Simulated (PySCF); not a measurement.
**How methods differ on the excitation energy of S⁺**

S⁺ [Ne] 3s2 3p3 (4S) → S⁺ [Ne] 3s2 3p2 4s1 (4P), as a difference of total energies. Calculation: PySCF 2.14, in x2c-QZVPPall with one added diffuse shell each of s, p, d, f type (10s7p5d3f1g, 86 functions); the spin-free X2C one-electron Hamiltonian (Gaussian nucleus). Correlated levels: valence: [Ne] frozen; valence and next inner shell: 1s2 frozen. The calculations carry no spin-orbit coupling.

| method | excitation energy (eV) | error (eV) |
| --- | --- | --- |
| UHF | 13.367 | -0.272 |
| M06-2X | 13.449 | -0.190 |
| MP2 (valence) | 13.681 | +0.042 |
| SCS-MP2 (valence) | 13.591 | -0.048 |
| MP2 (valence and next inner shell) | 13.678 | +0.039 |
| SCS-MP2 (valence and next inner shell) | 13.590 | -0.049 |

Reference: 13.639 eV (measured; NIST levels, between the centres of gravity of the two terms).

Errors of the correlated levels include the incompleteness of this basis and the frozen core.
